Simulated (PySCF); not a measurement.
A structure optimised at B3LYP-D3(BJ)/def2-TZVP, used in a PySCF frequency run:

```xyz
4

F     -1.0614     0.0792     1.0862
C     -0.4243    -0.3267     0.0000
F     -1.0614     0.0792    -1.0862
Cl     1.2736     0.0315     0.0000
```
Charge 0, spin multiplicity 2.

Q: Write its SMILES, formula and point group.

A: F[C](F)Cl, CClF₂, Cs

Q: What are its rotational constants (standard atomic weights)?

A: 10.895, 4.8585, 3.4310 GHz
